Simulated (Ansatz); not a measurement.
Consider the ligand exchange at a Ge–O bond: `B[O][GeH2][F]` + NH₃ → `[NH2][GeH2][F]` + `BO`.

Computed with Ansatz on PBE0-D4/def2-TZVP structures; ΔE is electronic, products minus reactants. CBS: MP2 limit from def2 TZ/QZ plus the TZ coupled-cluster correction, frozen cores. This one scheme is used for every species. Functionals use def2-TZVPP. HSE06 is defined as in plane-wave codes. For Ge outer-core shells are correlated without core-valence functions, which leaves a few kJ/mol of doubt a bond. Scalar relativity is left out up to krypton. One conformer a species, not always the lowest.

**Question.** Is it downhill or uphill in electronic energy at CCSD(T)/CBS, and by how much? (An estimate is asked.)

**Answer.** The calculation gave: Uphill: ΔE = +0.15 eV.

**Question.** What do these levels give: revPBE-D4, PBE0-D4, revPBE, HSE06, HF/def2-SVP, CCSD(T)/def2-SVP? (An estimate is asked.)

**Answer.** Ansatz gave: revPBE-D4 0.12, PBE0-D4 0.11, revPBE 0.10, HSE06 0.10, HF/def2-SVP 0.12, CCSD(T)/def2-SVP 0.10 eV.

**Question.** What do rigid-rotor, harmonic-oscillator terms from PBE0-D4/def2-TZVP frequencies (298.15 K, 1 bar) make of the CCSD(T)/CBS value? (Estimate.)

**Answer.** The calculation gave: ΔZPE = +0.03 eV, ΔH = +0.16 eV, ΔS = 6 J/(mol·K), ΔG = +0.14 eV. Modes under 50 cm⁻¹ make the entropy rough.

Largest T1 diagnostic among the species: 0.014.

At CCSD(T), def2-SVP lies −0.05 eV from the extrapolated value and def2-TZVPP +0.02 eV. In def2-TZVPP, CCSD(T) changes the Hartree–Fock value by −0.03 eV (the triples alone add +0.00 eV) and MP2 by −0.04 eV. Leaving LDA and LC-ωPBE aside and taking each functional with its dispersion term where it has one, the values, not all of them listed here, spread over 0.09 eV, from PBE-D4 to B97M-V. LDA lies −0.04 eV from PBE without D4.
